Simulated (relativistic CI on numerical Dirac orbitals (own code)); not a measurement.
## Ru: calculation against measurement

Calculated at this level of theory: Dirac-Coulomb-Breit CI, KLI orbitals optimised for each configuration, a model potential for QED, valence Slater integrals scaled by 0.85, P86 correlation estimate, and configurations built on the next ion tied to the tabulated ionisation energy (semi-empirical) (own radial code, finite nucleus).

Configuration list (outside the closed core [Kr]): 4d⁷5s, 4d⁶5s², 4d⁷5p, 4d⁸, 4d⁷5d, 4d⁷6s, 4d⁷4f, 4d⁷5f, 4d⁶5s5p, 4d⁷6p, 4d⁷7s, 4d⁷7p, 4d⁷6d, 4d⁷5g, 4d⁷7d, 4d⁷6g, 4d⁵5s5p², 4d⁶5s7s, 4d⁶5s4f, 4d⁶5s7p, 4d⁶5s6d, 4d⁵5s²5p, 4d⁶5p², 4d⁶5s5g. Levels of other configurations are missing.

```tsv
Configuration	Term (tabulated)	J	Measured (cm⁻¹)	Computed	Error	Purity (%)
4d⁷5s	a 5F	5	0.0	0	0	97
4d⁷5s	a 5F	4	1190.6	1122	-69	98
4d⁷5s	a 5F	3	2091.5	1971	-120	98
4d⁷5s	a 5F	2	2713.2	2566	-147	97
4d⁷5s	a 5F	1	3105.5	2943	-162	97
4d⁷5s	a 3F	4	6545.0	7878	1333	76
4d⁶5s²	a 5D	4	7483.1	6850	-634	78
4d⁷5s	a 3F	3	8084.1	9200	1115	86
4d⁶5s²	a 5D	3	8575.4	8002	-573	89
4d⁷5s	a 5P	3	8770.9	10377	1606	97
4d⁶5s²	a 5D †	2	9057.6	8476	-582	81
4d⁶5s²	a 5D †	1	9073.0	8924	-149	87
4d⁶5s²	a 5D	0	9492.4	9126	-366	89
4d⁷5s	a 5P	1	9620.3	10979	1359	77
4d⁷5p	z 5F°	5	26816.2	27061	245	77
4d⁷5p	z 5F°	4	28014.8	28089	75	66
4d⁷5p	z 5G°	6	28571.9	29381	809	89
4d⁷5p	z 5F°	3	28890.5	28821	-69	65
4d⁷5p	z 5D°	1	29118.5	28681	-437	56
4d⁷5p	z 5F°	2	29427.3	29290	-137	67
4d⁷5p	z 5D°	0	29569.9	28939	-631	58
4d⁷5p	z 5F°	1	29693.6	29557	-136	71
4d⁷5p	z 3F°	4	30348.5	31494	1146	69
4d⁷5p	z 5G°	3	30537.1	31133	596	77
4d⁷5p	z 5G° †	2	30958.8	31518	559	83
4d⁷5p	z 5G° †	4	31345.8	30538	-808	65
4d⁷5p	z 3G°	3	31852.9	32824	971	77
```

Measured levels from NIST Handbook of Basic Atomic Spectroscopic Data (Sansonetti and Martin, J. Phys. Chem. Ref. Data 34, 1559 (2005)); pairs were made by configuration, J and term (by order where the table uses no LS term), so strongly mixed levels may be paired wrongly.

Mean error by configuration (cm⁻¹): 4d⁷5s 614; 4d⁶5s² -524; 4d⁷5p 221. Over the excited levels the mean absolute error is 579 cm⁻¹ (26 of the 36 excited levels that our extract of the source holds in range could be paired, and the others can miss by more), and the median relative error of those above 1,000 cm⁻¹ is 3.8 %. † marks terms whose computed intervals miss the measured ones by more than a factor of 2.5, or configurations far off the rest, from wrong mixing, a near crossing or a doubtful label or measurement; they are left out of the means.

Transition probabilities of persistent lines. The last column rescales the computed rate by the cube of measured over computed energy:

```csv
λ measured (Å),Lower,Upper,A tabulated (s⁻¹),A computed,A rescaled
3498.94 air,4d⁷5s a 5F5,4d⁷5p z 5G°6,8.61e+07,1.58e+08,1.45e+08
3589.22 air,4d⁷5s a 5F1,4d⁷5p z 5G°2,9.11e+07,1.02e+08,9.43e+07
3593.03 air,4d⁷5s a 5F2,4d⁷5p z 5G°3,8.17e+07,9.50e+07,8.78e+07
3726.93 air,4d⁷5s a 5F4,4d⁷5p z 5F°4,7.53e+07,7.79e+07,7.66e+07
3728.03 air,4d⁷5s a 5F5,4d⁷5p z 5F°5,8.20e+07,9.23e+07,8.98e+07
3730.43 air,4d⁷5s a 5F3,4d⁷5p z 5F°3,7.06e+07,6.63e+07,6.60e+07
4199.89 air,4d⁷5s a 3F4,4d⁷5p z 3F°4,3.99e+07,6.31e+07,6.46e+07
```
